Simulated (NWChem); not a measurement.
Species: CH7AlSi; SMILES [CH3][AlH][SiH3]

```xyz
10

Al    -0.4969    -0.6238     0.3558
H     -1.9087    -0.8354     1.0720
C      0.5447    -2.2000    -0.1599
H      0.7571    -2.8261     0.7246
H      1.5035    -1.9638    -0.6459
H     -0.0380    -2.8365    -0.8490
Si     0.2576     1.6870    -0.0430
H      1.5920     1.7700    -0.7221
H      0.3676     2.4490     1.2460
H     -0.7231     2.4353    -0.8989
```
Atoms are numbered in this order, from 1.

All runs use the structure optimised with PBE0/def2-SVP.

 Unshifted, non-relativistic core excitations; the lowest 4 roots alone, so stronger bands may lie above.

List the first Al K-edge excitations from BHandHLYP/def2-TZVP, restricted-window TDA (NWChem).


| state | energy (eV) | dipole oscillator strength | leading excitation (squared amplitude) |
|---|---|---|---|
| S1 | 1543.7 | 0.0086 | 1s of atom 1 or its equivalents → LUMO (0.91) |
| S2 | 1547.0 | 0.0002 | 1s of atom 1 or its equivalents → LUMO+1 (0.61) |
| S3 | 1547.4 | 0.0019 | 1s of atom 1 or its equivalents → LUMO+2 (0.61) |
| S4 | 1548.7 | 0.0036 | 1s of atom 1 or its equivalents → LUMO+4 (0.29) |
